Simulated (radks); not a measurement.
Q: Te45+, configuration [He] 2s2 2p3. Method: Dirac Kohn-Sham, exchange-only PBE, spin-unpolarised, spherical densities, finite nucleus; open shells fill j = l - 1/2 first; Fermi nuclear charge, rms radius 4.7423 fm; computed with a radial shooting solver on a logarithmic mesh with Libxc functionals. Some entries of the table are withheld. Estimate them.

orbital,occ.,eigenvalue (eV),<r> (bohr),r(max) (bohr)
1s1/2,2,(1),0.02774,0.01792
2s1/2,2,(2),0.1148,0.09915
2p1/2,2,-7902.385,0.09618,0.07563
2p3/2,1,-7598.792,0.1013,0.08005

A: 
(1) 1s1/2 eigenvalue (eV): -35339.67
(2) 2s1/2 eigenvalue (eV): -8102.364
